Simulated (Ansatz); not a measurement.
Dissociation curve of MgH, doublet.

- UKS-PBE = unrestricted PBE/cc-pVDZ in Ansatz (a program for electronic structure)
- UKS-PBE0 = unrestricted PBE0/cc-pVDZ run with Ansatz
- FCI = full CI/cc-pVDZ, frozen core (Ansatz)

Energies relative to the lowest point of each curve near equilibrium, in eV; the last columns give the error against full CI:

| R / Å | UKS-PBE | UKS-PBE0 | FCI | UKS-PBE − FCI | UKS-PBE0 − FCI |
|---|---|---|---|---|---|
| 1.30 | 1.407 | 1.391 | 1.416 | -0.009 | -0.025 |
| 1.38 | 0.853 | 0.834 | 0.842 | 0.011 | -0.008 |
| 1.48 | 0.404 | 0.386 | 0.383 | 0.020 | 0.003 |
| 1.59 | 0.130 | 0.117 | 0.112 | 0.017 | 0.005 |
| 1.64 | 0.061 | 0.052 | 0.048 | 0.013 | 0.004 |
| 1.69 | 0.019 | 0.015 | 0.012 | 0.007 | 0.002 |
| 1.74 | 0.000 | 0.000 | 0.000 | 0.000 | 0.000 |
| 1.80 | 0.001 | 0.008 | 0.011 | -0.009 | -0.003 |
| 1.87 | 0.030 | 0.044 | 0.051 | -0.021 | -0.007 |
| 1.91 | 0.056 | 0.075 | 0.084 | -0.028 | -0.009 |
| 1.99 | 0.126 | 0.155 | 0.169 | -0.042 | -0.013 |
| 2.15 | 0.309 | 0.358 | 0.378 | -0.069 | -0.020 |
| 2.39 | 0.615 | 0.688 | 0.710 | -0.095 | -0.021 |
| 2.63 | 0.885 | 0.967 | 0.970 | -0.084 | -0.002 |
| 2.92 | 1.120 | 1.191 | 1.139 | -0.019 | 0.052 |
| 3.10 | 1.215 | 1.272 | 1.184 | 0.031 | 0.088 |
| 3.50 | 1.321 | 1.350 | 1.214 | 0.108 | 0.136 |
| 3.85 | 1.345 | 1.366 | 1.215 | 0.130 | 0.152 |
| 4.27 | 1.353 | 1.372 | 1.212 | 0.140 | 0.160 |
| 4.70 | 1.356 | 1.374 | 1.211 | 0.145 | 0.163 |
| 5.24 | 1.358 | 1.376 | 1.211 | 0.148 | 0.165 |
| 6.03 | 1.361 | 1.377 | 1.211 | 0.150 | 0.167 |
| 6.87 | 1.362 | 1.378 | 1.211 | 0.151 | 0.167 |

UKS-PBE is furthest from FCI at 6.87 (0.151 eV, above); its mean absolute error over the points is 0.063 eV.

UKS-PBE0 is furthest from FCI at 6.87 (0.167 eV, above); its mean absolute error over the points is 0.060 eV.
